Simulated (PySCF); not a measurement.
# Excited states of Zn²⁶⁺ (zinc, charge +26)

Ground state [He] 2s2, ¹S. Calculation: PySCF 2.14, in an even-tempered Gaussian basis (19 s from 1.22 bohr⁻², ratio 2.5; 9 p from 1.65 bohr⁻², ratio 2.7; 8 d from 1.78 bohr⁻², ratio 2.7; 4 f from 53 bohr⁻², ratio 2.7); scalar relativity by spin-free X2C-1e. Vertical excitation energies in eV without spin-orbit coupling; excited terms of each kind are numbered among those the solver found. Frozen: nothing.

```csv
term,leading excitation,EOM-EE-CCSD
1 3P°,2s → p,70.106
1 1P°,2s → p,115.61
```

Only the lower part of the computed list is shown. Doubly excited terms such as np² are absent. The solver can miss terms. The 9 highest virtual orbitals were dropped.
